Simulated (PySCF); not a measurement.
**`C12([C@H](C#N)[C@@H]1S)CC2`, C6H7NS**

Geometry:
```
atom   x (Å)   y (Å)   z (Å)
  N1  -1.925   2.423  -0.390
  C2  -1.351   1.492  -0.729
  C3  -0.621   0.335  -1.105
  C4  -0.864  -0.988  -0.373
  S5  -2.152  -1.167   0.876
  C6   0.364  -0.223  -0.122
  C7   1.825  -0.444  -0.054
  C8   1.102   0.296   1.049
  H9  -0.393   0.286  -2.166
 H10  -0.822  -1.893  -0.966
 H11  -2.020   0.053   1.393
 H12   2.462   0.123  -0.717
 H13   2.180  -1.444   0.147
 H14   0.963  -0.205   1.997
 H15   1.248   1.363   1.136
```

Level of theory: PySCF, TDDFT wB97X-D/def2-SVPD circular dichroism and optical rotation, one conformer, gas phase. Geometry: GFN2-xTB.

The molecule is flexible and this is one conformer; a measurement averages over conformers.

(1) Draw the ECD and absorption spectra from the lowest 8 states, each a Gaussian of half-width 0.2 eV at 1/e height.

## Answers

(1) 
```
E (eV)  λ (nm)  Δε (L mol⁻¹ cm⁻¹)  ε (L mol⁻¹ cm⁻¹)
  5.09     244              +0.01             0.141
  5.19     239              +0.12              1.33
  5.29     235              +0.68              7.68
  5.39     230              +2.38              26.8
  5.49     226              +5.05              56.8
  5.59     222              +6.48              72.9
  5.69     218              +5.05              56.8
  5.79     214              +2.38              26.8
  5.89     211              +0.68              7.76
  5.99     207              +0.12              2.97
  6.09     204              +0.02              20.1
  6.19     200              +0.06               147
  6.29     197              +0.27               656
  6.39     194              +0.75              1780
  6.49     191              +1.46              2960
  6.59     188              +2.54              3110
  6.69     185              +4.80              2440
  6.79     183              +7.79              2170
  6.89     180              +8.61              2560
  6.99     177              +5.96              2770
  7.09     175              +1.91              2380
  7.19     173              -1.59              1880
  7.29     170              -3.77              1650
  7.39     168              -5.10              1440
  7.49     166             -10.36              1660
  7.59     163             -28.83              3480
  7.69     161             -62.11              6920
```
Δε uses R in velocity form, ε uses f in length form. Only the states computed contribute, so the short-wavelength end is incomplete.
